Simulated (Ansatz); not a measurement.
Reaction (ligand exchange at the Si–S bond): `[SiH3][SiH2][S][GaH2]` + HCl → `[SiH3][SiH2]Cl` + `[SH][GaH2]`

Program: Ansatz. Geometries: PBE0-D4/def2-TZVP. ΔE: electronic, gas phase. CCSD(T)/CBS is the MP2 limit (def2-TZVPP, def2-QZVPP) plus CCSD(T) − MP2 in def2-TZVPP, frozen cores. This one scheme is used for every species. Functionals use def2-TZVPP. For Ga outer-core shells are correlated without core-valence functions, which leaves a few kJ/mol of doubt a bond. Scalar relativity is left out up to krypton. One conformer a species, not always the lowest.

```tsv
level	ΔE (kJ/mol)
ωB97M-V	-35.6
HF/def2-SVP	-50.1
```

Task: What does CCSD(T)/CBS give? (Estimate.)

Result: Ansatz gave: -30.0 kJ/mol. The listed levels differ from it by -5.6, -20.1 kJ/mol.

Largest T1 diagnostic among the species: 0.014.

In def2-TZVPP, CCSD(T) changes the Hartree–Fock value by +22.7 kJ/mol (the triples alone add +3.8 kJ/mol) and MP2 by +24.1 kJ/mol. The D4 term adds +13.4 kJ/mol with B3LYP and +7.5 kJ/mol with PBE0; it sums over pairs of atoms, weighted by their polarisabilities, and B3LYP, whose exchange is more repulsive, gets the larger term.

CCSD(T)/CBS has its own doubt, a few kJ/mol and more with outer-core shells, so smaller differences from it don't rank the levels.

B3LYP here is the variant with VWN-RPA as its local correlation; programs differ in this.
